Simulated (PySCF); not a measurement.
[Y(NH2)4]−: from a saddle point downhill

PySCF 2.14.0, RKS PBE0, Y def2-SVP with ECP28, N def2-SVP, H def2-SVP; non-relativistic Hamiltonian with scalar-relativistic core potentials where named; density fitting; no spin-orbit coupling. Relaxed within the symmetry of its start, the geometry (D2d) is

```xyz
13

Y     0.0000    0.0000    0.0000
N     1.1409    1.3593    1.3593
H     1.5815    1.0968    2.2421
H     1.5815    2.2421    1.0968
N    -1.1409   -1.3593    1.3593
H    -1.5815   -1.0968    2.2421
H    -1.5815   -2.2421    1.0968
N     1.1409   -1.3593   -1.3593
H     1.5815   -2.2421   -1.0968
H     1.5815   -1.0968   -2.2421
N    -1.1409    1.3593   -1.3593
H    -1.5815    2.2421   -1.0968
H    -1.5815    1.0968   -2.2421
```

and its lowest harmonic modes are -121, 96, 103, 104, 104, 106 cm⁻¹ (negative: unstable). It was moved along the lowest mode and relaxed again, within the group S4 that the move left.

(1) Where does it end, and how much lower?

(2) How do the contacts change?

(3) Is the end a minimum?

State: singlet.

Answers

(1) In S4, 0.065 eV lower, after 22 steps:
```xyz
13

Y     0.0001    0.0000    0.0000
N     1.3377    1.3189    1.2023
H     2.1996    1.0046    1.6507
H     1.2903    2.3214    1.3819
N    -1.3375   -1.2024    1.3189
H    -1.2901   -1.3819    2.3214
H    -2.2000   -1.6503    1.0045
N     1.3377   -1.3189   -1.2023
H     1.2903   -2.3214   -1.3819
H     2.1996   -1.0046   -1.6507
N    -1.3375    1.2024   -1.3189
H    -2.2000    1.6503   -1.0045
H    -1.2901    1.3819   -2.3214
```

(2) 
```tsv
contact	saddle (Å)	end (Å)
Y1–N2 (NH2)	2.235	2.230
Y1–N5 (NH2)	2.235	2.230
Y1–N8 (NH2)	2.235	2.230
Y1–N11 (NH2)	2.235	2.230
```


(3) Yes; lowest modes 98, 100, 111, 112, 127, 163 cm⁻¹.
